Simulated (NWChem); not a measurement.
System: MgHSeF; SMILES [F][Mg][SeH]

```xyz
4

Mg     0.0244    -1.1305     0.0005
F      0.0031    -2.8882    -0.0022
Se     0.0755     1.2860     0.0043
H     -1.3989     1.3091    -0.0328
```
Atoms are numbered in this order, from 1.

Level: PBE0/def2-SVP (NWChem), optimised geometry, unscaled harmonic frequencies. This build's default masses of Se (78.918 u) and Br (79.917 u) are each other's, which moves their modes by up to 0.6 %.

### Question
List the harmonic frequencies with IR intensities, and the thermochemistry.

### Answer
```csv
frequency (cm⁻¹),IR intensity (km/mol)
117,63.6
125,62.1
287,3.2
504,3.6
779,82.1
2432,11.9
```

```yaml
zero_point_energy: 6.1 kcal/mol
thermal correction to the enthalpy at 298.15 K (with zero-point energy): 9.8 kcal/mol
heat capacity Cv: 13.4 cal/(mol K)
entropy at 298.15 K and 1 atm (symmetry number 1): 72.7 cal/(mol K)
dipole_moment: 1.05 D
```

Rigid rotor and harmonic oscillator.
